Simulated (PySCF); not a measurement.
# Stretching PbS

Set-up: PySCF, scalar-relativistic core potentials, basis sets Pb def2-TZVPP with ECP60, S def2-TZVPP. Energies in eV from Pb + S in their ground configurations at the same level. State: ¹Σ⁺ (singlet), closed shell.

Curves on a restricted Hartree–Fock reference rise too fast on stretching and do not dissociate correctly.

```
R (Å)  ωB97M-V    BLYP  RHF-CCSD(T)     RHF
1.964   -3.001  -2.824               -0.495
2.056   -3.902  -3.842       -3.619  -1.430
2.147   -4.384  -4.447       -4.178  -1.929
2.216   -4.542  -4.701       -4.394  -2.091
2.284   -4.569  -4.825       -4.480  -2.118
2.353   -4.496  -4.851       -4.466  -2.040
2.444   -4.283  -4.770       -4.334  -1.816
2.558   -3.891  -4.545       -4.049  -1.406
2.695   -3.314  -4.167       -3.612  -0.806
2.878   -2.471  -3.584                0.054
```

Task: Put a parabola through the three lowest points of the ωB97M-V curve and estimate Re, k and ωe (reduced mass 27.71 u; 1 eV/Å² = 0.16022 mdyn/Å; ωe = 1302.8·√(k/μ) cm⁻¹).

Result: Through R = 2.216, 2.284, 2.353 Å the second-order coefficient is 10.6 eV/Å², so Re ≈ 2.269 Å, k ≈ 3.40 mdyn/Å and ωe ≈ 457 cm⁻¹. A polynomial fit of higher order to the unrounded ωB97M-V energies gives Re = 2.266 Å, k = 3.66 mdyn/Å, ωe = 473 cm⁻¹; anharmonicity and rounding make the difference.

The higher-order fit for each curve: ωB97M-V: Re = 2.266 Å, ωe = 473 cm⁻¹, De = 4.57 eV; BLYP: Re = 2.338 Å, ωe = 408 cm⁻¹, De = 4.85 eV; RHF-CCSD(T): Re = 2.307 Å, ωe = 435 cm⁻¹, De = 4.48 eV; RHF: Re = 2.265 Å, ωe = 484 cm⁻¹, De = 2.12 eV.

Correlated steps freeze 9 core orbitals. These are scalar-relativistic numbers at best; spin–orbit coupling would shift them, the dissociation energy most. Where the molecule has an RHF reference, its open-shell atoms are computed with UHF. The CCSD T1 diagnostic is raised, a sign that a single reference may not be enough here.
